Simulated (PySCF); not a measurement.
**Cu (copper, neutral) across methods**

[Ar] 3d9 4s1 5s1, high-spin 4D determinant (an excited configuration). Calculation: PySCF 2.14, in aug-cc-pwCVTZ-PP with ECP10MDF; scalar relativity through the core potential.

```
method  E (hartree)  mean ε 3d β (eV)  mean ε 4s α (eV)  mean ε 5s α (eV)  Σ⟨r²⟩ (bohr²)   ⟨S²⟩
   LDA    -196.6373           -14.302           -10.496            -1.709          84.15  3.750
  BLYP    -196.9918           -14.143           -10.187            -1.520          85.67  3.750
  MN15    -197.2933           -18.529           -11.206            -1.583          83.30  3.752
 HSE06    -196.9642           -16.353           -10.691            -1.736          86.58  3.750
   PBE    -197.0154           -14.126           -10.210            -1.731          85.63  3.750
r2SCAN    -196.9149           -14.290           -10.574            -1.668          86.32  3.751
   UHF   -196.00394           -23.878           -12.890            -2.519          89.66  3.751
  PBE0    -196.9685           -16.765           -11.006            -2.000          86.56  3.750
```

Energies and moments cover only the electrons outside the core potential. The outer electron is Rydberg-like, and this basis confines it to a smaller radius and binds it less than a complete one would.
